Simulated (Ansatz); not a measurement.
`CNCS[SiH3]` and `CNC[SeH]` differ in one atom or group.

Ansatz, PBE0-D4/def2-TZVP geometries, multiplicity 1. Each molecule was computed in one conformer, which needn't be the lowest.

Scalar relativity is left out up to krypton.

```tsv
property	`CNCS[SiH3]`
HOMO–LUMO gap (B3LYP/def2-TZVPP) / eV	6.48
HOMO energy (B3LYP/def2-TZVPP) / eV	-6.48
LUMO energy (ωB97M-V/def2-TZVPP) / eV	1.93
size of the dipole moment (PBE/def2-TZVPP) / D	1.29
LUMO energy (PBE/def2-TZVPP) / eV	-0.65
HOMO energy (PBE0/def2-TZVPP) / eV	-6.71
```

Task: Give the same properties after the change, and the shifts. (Best estimate.)

Result: Ansatz gave: 
```csv
property,`CNC[SeH]`,shift
HOMO–LUMO gap (B3LYP/def2-TZVPP) / eV,6.05,-0.43
HOMO energy (B3LYP/def2-TZVPP) / eV,-6.24,0.24
LUMO energy (ωB97M-V/def2-TZVPP) / eV,1.89,-0.04
size of the dipole moment (PBE/def2-TZVPP) / D,2.07,0.78
LUMO energy (PBE/def2-TZVPP) / eV,-0.81,-0.16
HOMO energy (PBE0/def2-TZVPP) / eV,-6.46,0.25
```

With PBE0 the HOMO rises by 0.25 eV and the LUMO falls by 0.13 eV, so the gap narrows by about 0.38 eV. PBE moves the HOMO by 0.23 eV and ωB97M-V by 0.22 eV. Dipoles are sizes alone; their direction can turn.

B3LYP here is the variant with VWN-RPA as its local correlation; programs differ in this.

Spin–orbit coupling is left out; it splits and shifts lone-pair levels of the heavy atoms by tenths of an eV.
